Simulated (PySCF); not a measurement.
**input.py for GaO⁻**

Input:

```python
from pyscf import gto, dft, tdscf

mol = gto.M(
    atom='Ga 0 0 0; O 0 0 1.81',
    basis='pcseg-1',
    charge=-1,
    spin=0,
    verbose=4,
)
mf = dft.RKS(mol, xc='revtpss')
mf.kernel()
td = tdscf.TDDFT(mf)
td.nstates = 5
td.kernel()
td.analyze()
mf.dip_moment()
print('orbital energies (hartree):', mf.mo_energy[..., max(0, mol.nelec[1]-3):mol.nelec[0]+3].round(4))
```

```bash
$ OMP_NUM_THREADS=1 python input.py
```

Output (some set-up lines and the per-cycle HOMO/LUMO lines with their warnings removed):

```
PySCF version 2.14.0

[INPUT] verbose = 4
[INPUT] num. atoms = 2
[INPUT] num. electrons = 40
[INPUT] charge = -1
[INPUT] spin (= nelec alpha-beta = 2S) = 0
[INPUT] symmetry False subgroup None
[INPUT] Mole.unit = angstrom
[INPUT] Symbol           X                Y                Z      unit          X                Y                Z       unit  Magmom
[INPUT]  1 Ga     0.000000000000   0.000000000000   0.000000000000 AA    0.000000000000   0.000000000000   0.000000000000 Bohr   0.0
[INPUT]  2 O      0.000000000000   0.000000000000   1.810000000000 AA    0.000000000000   0.000000000000   3.420404285463 Bohr   0.0

nuclear repulsion = 72.5060487890387
number of shells = 6
number of NR pGTOs = 107
number of NR cGTOs = 41
basis = pcseg-1
ecp = {}

******** <class 'pyscf.dft.rks.RKS'> ********
method = RKS
initial guess = minao
damping factor = 0
level_shift factor = 0
DIIS = <class 'pyscf.scf.diis.CDIIS'>
diis_start_cycle = 1
diis_space = 8
diis_damp = 0
SCF conv_tol = 1e-09
SCF conv_tol_grad = None
SCF max_cycles = 50
direct_scf = True
direct_scf_tol = 1e-13
XC library pyscf.dft.libxc version 7.0.0
    S. Lehtola, C. Steigemann, M. J.T. Oliveira, and M. A.L. Marques.,  SoftwareX 7, 1–5 (2018)
XC functionals = revtpss
    J. P. Perdew, A. Ruzsinszky, G. I. Csonka, L. A. Constantin, and J. Sun.,  Phys. Rev. Lett. 103, 026403 (2009)
    J. P. Perdew, A. Ruzsinszky, G. I. Csonka, L. A. Constantin, and J. Sun.,  Phys. Rev. Lett. 106, 179902 (2011)
    J. P. Perdew, A. Ruzsinszky, G. I. Csonka, L. A. Constantin, and J. Sun.,  Phys. Rev. Lett. 103, 026403 (2009)
    J. P. Perdew, A. Ruzsinszky, G. I. Csonka, L. A. Constantin, and J. Sun.,  Phys. Rev. Lett. 106, 179902 (2011)
radial grids:
    Treutler-Ahlrichs [JCP 102, 346 (1995); DOI:10.1063/1.469408] (M4) radial grids

becke partition: Becke, JCP 88, 2547 (1988); DOI:10.1063/1.454033
pruning grids: <function nwchem_prune>
grids dens level: 3
symmetrized grids: False
atomic radii adjust function: <function treutler_atomic_radii_adjust>
small_rho_cutoff = 0
Set gradient conv threshold to 3.16228e-05
Initial guess from minao.
tot grids = 34992
init E= -1998.67223942689
cycle= 1 E= -1998.96767026589  delta_E= -0.295  |g|= 1.21  |ddm|= 1.39
cycle= 2 E= -1992.36469786227  delta_E=  6.6  |g|= 3.22  |ddm|= 4.68
cycle= 3 E= -1999.23838051806  delta_E= -6.87  |g|= 0.482  |ddm|= 4.64
cycle= 4 E= -1999.2604722765  delta_E= -0.0221  |g|= 0.512  |ddm|= 1.16
cycle= 5 E= -1999.30002876668  delta_E= -0.0396  |g|= 0.389  |ddm|= 0.206
cycle= 6 E= -1999.32143965098  delta_E= -0.0214  |g|= 0.258  |ddm|= 0.101
cycle= 7 E= -1999.33741243351  delta_E= -0.016  |g|= 0.0769  |ddm|= 0.158
cycle= 8 E= -1999.33882289942  delta_E= -0.00141  |g|= 0.0171  |ddm|= 0.0501
cycle= 9 E= -1999.33889327331  delta_E= -7.04e-05  |g|= 0.00128  |ddm|= 0.0139
cycle= 10 E= -1999.33889362484  delta_E= -3.52e-07  |g|= 0.00057  |ddm|= 0.0011
cycle= 11 E= -1999.33889370489  delta_E= -8.01e-08  |g|= 1.04e-05  |ddm|= 0.000442
cycle= 12 E= -1999.33889370492  delta_E= -2.96e-11  |g|= 1.07e-06  |ddm|= 1.11e-05
Extra cycle  E= -1999.33889370492  delta_E=    0  |g|= 5.87e-06  |ddm|= 5.17e-06
converged SCF energy = -1999.33889370492

******** <class 'pyscf.tdscf.rks.CasidaTDDFT'> for <class 'pyscf.dft.rks.RKS'> ********
nstates = 5 singlet
deg_eia_thresh = 1.000e-03
wfnsym = None
conv_tol = 1e-05
eigh lindep = 1e-12
eigh level_shift = 0
eigh max_cycle = 100

Excitation energies (eV)
[3.606092   3.606092   3.67039437 3.74396553 3.74396735]

** Singlet excitation energies and oscillator strengths **
Excited State   1:      3.60609 eV    343.82 nm  f=0.0657
      20 -> 21        0.69837
Excited State   2:      3.60609 eV    343.82 nm  f=0.0657
      20 -> 22        0.69837
Excited State   3:      3.67039 eV    337.80 nm  f=0.0000
      18 -> 21       -0.14017
      18 -> 22        0.47995
      19 -> 21       -0.47995
      19 -> 22       -0.14017
Excited State   4:      3.74397 eV    331.16 nm  f=0.0000
      18 -> 21        0.10395
      18 -> 22        0.48907
      19 -> 21        0.48907
      19 -> 22       -0.10395
Excited State   5:      3.74397 eV    331.16 nm  f=0.0000
      18 -> 21       -0.48907
      18 -> 22        0.10395
      19 -> 21        0.10395
      19 -> 22        0.48907

** Transition electric dipole moments (AU) **
state          X           Y           Z        Dip. S.      Osc.
  1         0.8530     -0.1264     -0.0000      0.7435      0.0657
  2         0.1264      0.8530     -0.0000      0.7435      0.0657
  3         0.0000     -0.0000      0.0000      0.0000      0.0000
  4        -0.0000     -0.0000      0.0000      0.0000      0.0000
  5         0.0000      0.0000      0.0000      0.0000      0.0000

** Transition velocity dipole moments (imaginary part, AU) **
state          X           Y           Z        Dip. S.      Osc.
  1         0.1115     -0.0165     -0.0000      0.0127      0.0639
  2         0.0165      0.1115     -0.0000      0.0127      0.0639
  3         0.0000     -0.0000     -0.0000      0.0000      0.0000
  4        -0.0000     -0.0000      0.0000      0.0000      0.0000
  5         0.0000      0.0000     -0.0000      0.0000      0.0000

** Transition magnetic dipole moments (imaginary part, AU) **
state          X           Y           Z
  1         0.1882      1.2704      0.0000
  2        -1.2704      0.1882      0.0000
  3         0.0000      0.0000      0.0000
  4         0.0000     -0.0000     -0.0000
  5        -0.0000      0.0000      0.0000

WARN: System has nonzero charge -1; the dipole moment is origin-dependent.
Location of origin: [0. 0. 0.]

Dipole moment(X, Y, Z, Debye): -0.00000, -0.00000, -4.07607
orbital energies (hartree): [0.017  0.017  0.0302 0.1519 0.1519 0.2349]
```

In short: E(SCF) = -1999.338894 Eh, 12 cycles, first singlet excitations without spin–orbit coupling 3.61, 3.61, 3.67, 3.74, 3.74 eV.

Run time: 18 s on 1 thread of Arm Neoverse V1 (shared host), peak memory 0.24 GiB.

The basis has no diffuse functions, which an anion needs. Stability towards an unrestricted solution was not tested. The bond length is a typed value, not an optimised one. The dipole of an ion depends on the origin.
